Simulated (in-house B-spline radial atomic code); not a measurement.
Computed with a B-spline radial atomic code. Model: two electrons, singlet ground state, non-relativistic, full CI in B-splines with partial waves to l = 8 (at full coupling up to 3e-4 hartree above the limit, correlation up to 0.6 % small), density held at that of full coupling by Lieb maximisation.

W(λ) is the mean repulsion in the state of coupling λ less the Hartree energy of the fixed density. Its start is exact exchange, its initial slope is twice the second-order Görling-Levy correlation energy, and its area from 0 to 1 is E_xc. A straight curve means weak, dynamic correlation, and a curve that drops fast and flattens means strong correlation.

Command:
```bash
python run_ac.py task.json out
```
Settings (lengths in bohr, energies in hartree):
```
potential              coulomb
strength               7.72
lmax                   8
wall_radius            3.65
```

Time taken, with all properties: 20 s on 1 thread of Intel(R) Xeon(R) Processor @ 2.30GHz, with other jobs on the host.

**W = mean repulsion less Hartree energy, and W of three functionals.**

Given: confinement point charge; nuclear charge 7.72; hard wall radius 3.65 bohr; external potential -Z/r.

Computed: LDA exchange minus exact 651.2 millihartree; PBE exchange minus exact 88.192 millihartree.

```tsv
coupling	W xc (hartree)	W xc minus exchange (millihartree)	kinetic minus Kohn-Sham (millihartree)	LDA (PW92) W minus its exchange (millihartree)	PBE W minus its exchange (millihartree)	SCAN W minus its exchange (millihartree)
0	-4.6023	0	0	0	0	0
0.02	-4.6042	-1.865	0	-15.53	-1.89	-1.85
0.05	-4.607	-4.656	0.1	-33.23	-4.73	-4.6
0.12	-4.6134	-11.136	0.7	-67.1	-11.41	-10.94
0.25	-4.6254	-23.051	2.9	-118.24	-23.87	-22.48
0.4	-4.6389	-36.611	7.3	-167.78	-38.24	-35.5
0.6	?	?	?	?	?	?
0.8	-4.6741	-71.821	28.4	-275.03	-76.13	-68.91
1	-4.6912	-88.925	43.7	-320.46	-94.72	-84.98
1.4	-4.7245	-122.18	83.6	-400.99	-131.07	-116.04
2	-4.7721	-169.79	164.4	-503.95	-183.37	-160.16
3	?	?	?	?	?	?
4.5	-4.9453	-342.96	719.4	-814.11	-374.28	-319.16
7	-5.086	-483.69	1522.8	-1028.7	-529.66	-448.55
10	-5.2233	-620.96	2682.2	-1222.5	-682.2	-576.35
```

(1) What belongs in the row 0.6?

(2) What belongs in the row 3?

(3) What is the SCAN exchange minus exact?

**Energy parts, natural occupations and partial-wave weights.**

Computed: total energy -54.9297 hartree; exchange energy -4.6023 hartree; correlation energy -0.045184 hartree; kinetic part of the DFT correlation energy 0.043741 hartree; kinetic part over minus potential part 0.49189; Hartree energy 9.2046 hartree; Kohn-Sham kinetic 54.886 hartree.

```
natural  occupation of the shell (electrons)
      s                               1.9991
      p                            0.0005189
      s                           0.00032698
      d                                    ?
      p                           1.9904e-05
      s                           7.8237e-06
```

(4) What belongs in the row d?

```tsv
wave	weight
s	0.99971
p	0.00027044
d	?
f	2.3971e-06
g	5.7345e-07
```

(5) What belongs in the row d?

(6) What is the Lieb Oxford ratio E_xc over LDA exchange?

(7) What is the initial slope twice GL2?

## Answers

(1) W xc (hartree): -4.6567; W xc minus exchange (millihartree): -54.386; kinetic minus Kohn-Sham (millihartree): 16.2; LDA (PW92) W minus its exchange (millihartree): -224.79; PBE W minus its exchange (millihartree): -57.29; SCAN W minus its exchange (millihartree): -52.42.

(2) W xc (hartree): -4.8459; W xc minus exchange (millihartree): -243.6; kinetic minus Kohn-Sham (millihartree): 348.4; LDA (PW92) W minus its exchange (millihartree): -645.33; PBE W minus its exchange (millihartree): -264.72; SCAN W minus its exchange (millihartree): -228.09.

(3) -4.1007 millihartree.

(4) occupation of the shell (electrons): 2.8646e-05.

(5) weight: 1.6115e-05.

(6) 1.1763.

(7) -0.09334 hartree.

Half-way to full coupling W has made 51 % of its drop, against 50 % for a straight line, and second-order (GL2) theory, half the initial slope, overshoots the correlation energy by about 3 %: correlation is weak here. Over couplings 0 to 1 the errors in E_xc come to about +510 millihartree for LDA, +86 millihartree for PBE, -2.4 millihartree for SCAN, so SCAN is nearest. In LDA and PBE and SCAN the errors of exchange and correlation have opposite signs, so the sum is smaller than the larger of the two.
